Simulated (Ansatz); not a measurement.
Consider the ligand exchange at a Ge–N bond: `C[N](C)[Ge][OH]` + CH₃OH → `C[O][Ge][OH]` + `CNC`.

Calculated with Ansatz (gas phase, PBE0-D4/def2-TZVP geometries, no zero-point term in ΔE). CCSD(T)/CBS adds triple-zeta CCSD(T) − MP2 to the extrapolated MP2 energy (def2 sets, frozen cores). This one scheme is used for every species. DFT in def2-TZVPP. B3LYP here is the variant with VWN-RPA as its local correlation; programs differ in this. For Ge outer-core shells are correlated without core-valence functions, which leaves a few kJ/mol of doubt a bond. Scalar relativity is left out up to krypton. One conformer a species, not always the lowest.

| level | ΔE (kJ/mol) |
| --- | --- |
| B3LYP-D4 | -27.7 |
| PBE | -27.6 |
| PBE0 | -27.2 |
| CCSD(T)/def2-TZVPP | -23.9 |

Q: What does CCSD(T)/CBS give? (Estimate.)

A: Ansatz gave: -23.8 kJ/mol. The listed levels differ from it by -3.9, -3.8, -3.4, -0.1 kJ/mol.

Largest T1 diagnostic among the species: 0.015.

In def2-TZVPP, CCSD(T) changes the Hartree–Fock value by +17.0 kJ/mol (the triples alone add +2.5 kJ/mol) and MP2 by +19.4 kJ/mol. The D4 term adds +6.3 kJ/mol with B3LYP and +3.5 kJ/mol with PBE0; it sums over pairs of atoms, weighted by their polarisabilities, and B3LYP, whose exchange is more repulsive, gets the larger term.
